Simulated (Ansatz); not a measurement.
Basis sets compared for Ge(vinyl)2(NMe2)2 (C₈H₁₈GeN₂). Total charge 0; singlet. Geometry PBE-D4/def2-SVP. Ansatz on 2 threads of AMD EPYC 7R13 on a shared host and a share (18 GiB) of an NVIDIA H100 80GB HBM3; times are rough, and most runs start from earlier orbitals.

Cartesian coordinates in Å:
```
Ge -0.034 0.252 0.435
C -0.656 2.103 0.631
C 0.026 3.050 1.303
H -1.637 2.365 0.192
H 1.011 2.851 1.763
H -0.361 4.078 1.425
C 0.379 -0.564 2.160
C 0.178 -1.873 2.400
H 0.809 0.077 2.951
H -0.257 -2.530 1.626
H 0.428 -2.342 3.368
N 1.499 0.266 -0.601
C 1.723 1.254 -1.632
C 2.278 -0.944 -0.742
H 2.799 1.551 -1.672
H 1.134 2.171 -1.430
H 1.452 0.897 -2.661
H 2.110 -1.621 0.121
H 2.043 -1.522 -1.674
H 3.370 -0.712 -0.775
N -1.310 -0.856 -0.365
C -2.601 -1.001 0.275
C -1.361 -0.924 -1.810
H -3.344 -0.212 -0.021
H -2.497 -0.966 1.379
H -3.065 -1.983 0.018
H -0.346 -0.798 -2.238
H -1.746 -1.915 -2.148
H -2.023 -0.148 -2.278
```

Single mean-field runs in def2-TZVP are fitted with def2-universal-jkfit.

Binding counts from free atoms (Ge triplet, C triplet, H doublet, N quartet) in the same basis, without a counterpoise term.

| level | functions | energy (Eh) | HOMO (eV) | LUMO (eV) | binding per atom (eV) | wall time |
| --- | --- | --- | --- | --- | --- | --- |
| PBE-D4/def2-SVP | 262 | -2500.7062 | -4.46 | -1.52 | 4.17 | 5.5 s |
| PBE0-D4/def2-SVP | 262 | -2500.8207 | -5.80 | -0.55 | 4.11 | 3.8 s |

Question: Estimate the rows for PBE-D4/def2-TZVP, PBE0-D4/def2-TZVP (with forces).

Answer: 
| level | functions | energy (Eh) | HOMO (eV) | LUMO (eV) | binding per atom (eV) | wall time |
| --- | --- | --- | --- | --- | --- | --- |
| PBE-D4/def2-TZVP | 466 | -2501.4334 | -4.60 | -1.71 | 4.13 | 4.6 s |
| PBE0-D4/def2-TZVP (with forces) | 466 | -2501.5371 | -5.89 | -0.73 | 4.07 | 5.5 s |
